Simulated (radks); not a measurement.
The numbers below are computed, except where a source is named.
Question: The thallium ion Tl3+, 78 electrons, occupied as [Xe] 4f14 5d10. Code: a radial shooting solver on a logarithmic mesh with Libxc functionals. Model: scalar-relativistic Kohn-Sham, SCAN, spin-polarised, spherical densities, finite nucleus; meta-GGA in the generalised Kohn-Sham scheme; Fermi nuclear charge, rms radius 5.4759 fm. Some entries of the table are withheld. Estimate them.

orbital,occ.,eigenvalue (eV),<1/r> (bohr^-1),<r^2> (bohr^2)
1s,2,-85712.95,99.39,0.0003690
2s,2,-15315.05,23.36,0.005601
2p,6,(1),20.60,0.004755
3s,2,-3691.101,8.663,0.03601
3p,6,-3071.884,7.855,0.03725
3d,10,-2428.180,7.370,0.03092
4s,2,-853.1932,3.717,0.1728
4p,6,-649.3061,3.351,(2)
4d,10,(3),3.009,0.2231
5s,2,(4),1.541,0.8683
4f,14,-144.5153,2.605,(5)
5p,6,-107.4254,1.319,1.144
5d,10,-44.6623,0.9783,2.057

Answer: 
(1) 2p eigenvalue (eV): -13175.59
(2) 4p <r^2> (bohr^2): 0.1977
(3) 4d eigenvalue (eV): -409.1666
(4) 5s eigenvalue (eV): -162.8666
(5) 4f <r^2> (bohr^2): 0.2630
